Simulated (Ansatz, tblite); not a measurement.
Forces on Sr₃O₃ at its PBE0-D4/def2-SVP geometry. The state is a singlet with charge 0.

In the def2 sets Sr takes a core potential; there is no spin–orbit coupling. The xTB rows come from tblite. The structure comes from a short search, and lower isomers may exist.

GFN1-xTB (tblite), largest force 0.40 eV/Å:

```xyz
6
positions Å, forces eV/Å
Sr   -2.148   -0.577    0.945    0.062   -0.072    0.067
Sr    0.071    1.163   -0.928   -0.018   -0.056   -0.292
Sr    2.073   -0.984    0.759   -0.069   -0.060    0.074
O     2.062    0.072   -1.066   -0.156    0.185   -0.102
O     0.038   -0.145    1.172    0.002   -0.149    0.370
O    -2.096    0.472   -0.882    0.179    0.152   -0.116
```

GFN2-xTB (tblite), largest force 0.31 eV/Å:

```
Sr 0.027 -0.162 0.230
Sr 0.021 0.279 -0.144
Sr -0.037 -0.156 0.233
O -0.107 0.047 -0.189
O 0.000 -0.035 0.067
O 0.098 0.027 -0.198
```

PBE0-D4/def2-TZVP (Ansatz), largest force 0.38 eV/Å:

```
Sr 0.105 0.222 -0.293
Sr -0.008 -0.075 -0.021
Sr -0.086 0.240 -0.284
O -0.024 -0.132 0.294
O -0.011 -0.119 0.011
O 0.024 -0.136 0.292
```
